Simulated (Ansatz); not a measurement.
Ideal-gas functions of Cl$_{2}$H$_{2}$InN, SMILES `[NH2][In]([Cl])[Cl]` at 500 K and 1 bar, from an Ansatz frequency run at PBE0-D4/def2-TZVP.

Molar mass 201.75 g/mol, point group Cs (symmetry number 1), electronic degeneracy 1, moments of inertia 157.839, 276.164, 433.297 u Å². Harmonic wavenumbers (cm⁻¹, unscaled): 92, 102, 118, 279, 357, 384, 440, 635, 810, 1549, 3563, 3669.

Use S(trans) = R[1.5 ln M + 2.5 ln T − 1.1517]; rotational temperatures θ = 24.2544 K / I; S(rot) = R[ln(√π/σ · √(T³/θAθBθC)) + 1.5]; for each mode x = 1.438777 ν̃/T, S = R[x/(eˣ − 1) − ln(1 − e⁻ˣ)] and H = RT x/(eˣ − 1); 1 cm⁻¹ = 0.0119627 kJ/mol; R = 8.31446 J/(mol·K).

Task: By hand: the entropy, in J/(mol·K).

Result: Translation 185.8. Rotation: θ = 0.1537, 0.0878, 0.056 K, giving 124.6. Vibration, mode by mode: 19.39, 18.54, 17.33, 10.36, 8.45, 7.89, 6.89, 4.37, 2.94, 0.53, 0.00, 0.00, in all 96.7. Electronic 0.0. Sum 407.1 J/(mol·K).

Task: By hand: H − E and G − E in kJ/mol, counted from the electronic energy.

Result: Zero-point energy ½ × 11998 × 0.0119627 = 71.8; thermal vibration 22.9; translation, rotation and pV give 4 RT = 16.6. H − E = 111.3 kJ/mol, and G − E = 111.3 − 500 × 407.1/1000 = -92.3 kJ/mol.

Vibration gives 24 % of the entropy, 55.3 J/(mol·K) of it from the modes under 150 cm⁻¹: soft modes count most, and the harmonic formula is weakest for them. The sum counts one conformer and one mirror image; others add a mixing term.
